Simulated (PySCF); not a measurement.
## TiO₂ + 2 Cl₂ → TiCl₄ + O₂

Level: PBE0 in the def2-TZVP basis family, all electrons, no relativity, computed in PySCF with density fitting; open shells unrestricted.

| species | state and structure | ZPE (kJ/mol) | H(298 K) − H(0) (kJ/mol) | S° (J/(mol K)) |
| --- | --- | --- | --- | --- |
| TiO₂ | singlet, C2v, Ti–O 1.628 Å (×2); O–Ti–O 111.8° | 14.5 | 11.0 | 258.1 |
| Cl₂ | singlet, D∞h, Cl–Cl 1.982 Å | 3.5 | 9.1 | 222.5 |
| TiCl₄ | singlet, Td, Ti–Cl 2.163 Å (×4) | 15.4 | 21.4 | 352.2 |
| O₂ | triplet, D∞h, O–O 1.193 Å | 10.3 | 8.7 | 204.9 |

(1) Is the gas-phase reaction uphill or downhill in electronic energy at this level, and by how much?

(2) Add zero-point, thermal and entropy terms for 298.15 K and 1 bar.

Answers

(1) At PBE0/def2-TZVP, ΔE = -513.6 kJ/mol, downhill. Chlorination of this kind underlies dry etching.

(2) ΔZPE = 4.2 and Δ[H(298) − H(0)] = 0.9 kJ/mol give ΔH° = -508.5 kJ/mol. ΔS° = -146.0 J/(mol K), so ΔG° = -508.5 − 298.15 × (-0.1460) = -465 kJ/mol.

Only the bonding shown was studied: isomers, or loss of a ligand pair, can lie lower.
